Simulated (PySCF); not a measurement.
OZn, SMILES [O]=[Zn]. Geometry optimised at PBE0-D3(BJ)/def2-TZVPD.

Calculation: PBE0-D3(BJ)/def2-TZVPD run with PySCF.

Harmonic wavenumbers (cm⁻¹): 749. Rotational constants (GHz): 13.59 (linear); symmetry number 1.

**Question.** Work out the zero-point energy and the ideal-gas rigid-rotor harmonic-oscillator thermochemistry at 298.15 K and 1 atm.

**Answer.** ZPE = ½ Σ hcν = ½ × 749 cm⁻¹ = 1.07 kcal/mol. H − E(el) = 3.20 kcal/mol. Entropy in cal/(mol K): translation 39.10, rotation 14.16, vibration 0.25, total 53.51. G − E(el) = -12.75 kcal/mol. Cp = 7.69 cal/(mol K).
